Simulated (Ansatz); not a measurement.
Input for Ansatz (a program for electronic structure): U-wB97X-V/def2-TZVPP on ClHSe (SMILES Cl[SeH]), a point of a bond scan (R = 2.957 Å).

Ansatz 0.2 input:
```yaml
crystal:
  periodic: [false, false, false]
  atoms:
    - {symbol: Se, position_ang: [0.51847628, -0.15738308, 0.46539325]}
    - {symbol: H, position_ang: [1.50587856, -0.35828625, -0.61175328]}
    - {symbol: Cl, position_ang: [-1.70093711, 0.50847054, -1.37086900]}
basis:
  gaussian:
    orbitals: def2-TZVPP
hamiltonian:
  xc: {name: wB97X-V}
magnetization: {spin_polarized: true, initial_magnetization: 0}
```

The log:

```
WARN ansatz: RAYON_NUM_THREADS=1 ignored (pool sized by the plan → 1); use --threads N
Functional definition: wB97X-V
integrals: 0.04 GiB planned
778 factors; their error is unknown
integrals: 0.08 GiB planned
120 factors; integrals over basis functions are off by at most 9.0e-5 eV
mean field: 0.62 GiB planned
mean field evaluation 1: about -77877.2046 eV, gradient 1.4e1 eV
mean field evaluation 2: about -77876.6049 eV, gradient 2.0e1 eV
mean field evaluation 4: about -77878.4993 eV, gradient 3.8e-1 eV
mean field evaluation 8: about -77878.7924 eV, gradient 2.2e-1 eV
mean field evaluation 16: about -77878.7925 eV, gradient 6.3e-4 eV
mean field evaluation 32: about -77878.9339 eV, gradient 9.2e-3 eV
mean field evaluation 64: about -77878.9339 eV, gradient 2.2e-2 eV
mean field evaluation 96: about -77878.9188 eV, gradient 9.5e-1 eV
mean field -77878.93403437 eV, -2861.9980375257 hartree, gradient 8.3e-6 eV, S^2 0.471366; 11 other end points of the search recorded, 0 dependent functions left out
reference -77878.93403314 eV, -2861.9980374803 hartree; 26, 26 occupied and 78, 78 virtual orbitals, 778 factors
Total energy: -77878.93403314 eV, -2861.9980374803 hartree
```

The run converged. Its determinant has ⟨S²⟩ = 0.47, a mixture of spin states.

Cost: about 60 core-seconds (a rough figure).
